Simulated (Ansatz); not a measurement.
System: SiBrCl (charge 0, singlet). SMILES: [Si](Br)Cl

Atoms: Si1, Cl2, Br3. Bonds: Si1-Cl2, Si1-Br3.

Bond lengths (Å) and angles (degrees) optimised at HF/3-21G with Ansatz (a program for electronic structure); HF/6-31G* with LANL2DZ past Ar with Ansatz; PBE/6-31G* with LANL2DZ past Ar with Ansatz, each started from the B3LYP-D3(BJ)/def2-TZVP structure (Ansatz) of the last column. A row stands for all coordinates that are equal there. 6-31G* holds six Cartesian d functions. No wavenumbers were computed at PBE/6-31G* with LANL2DZ past Ar, so these may be saddle points.

```
coordinate   HF/3-21G  HF/6-31G* with LANL2DZ past Ar  PBE/6-31G* with LANL2DZ past Ar  B3LYP-D3(BJ)/def2-TZVP
-----------  --------  ------------------------------  -------------------------------  ----------------------
Si1-Cl2         2.224                           2.077                            2.110                   2.091
Si1-Br3         2.378                           2.292                            2.326                   2.273
Cl2-Si1-Br3     102.1                           101.9                            102.9                   102.0
```

Mean signed difference of all 2 bond lengths from B3LYP-D3(BJ)/def2-TZVP: HF/3-21G 0.119 Å, HF/6-31G* with LANL2DZ past Ar 0.003 Å, PBE/6-31G* with LANL2DZ past Ar 0.036 Å.
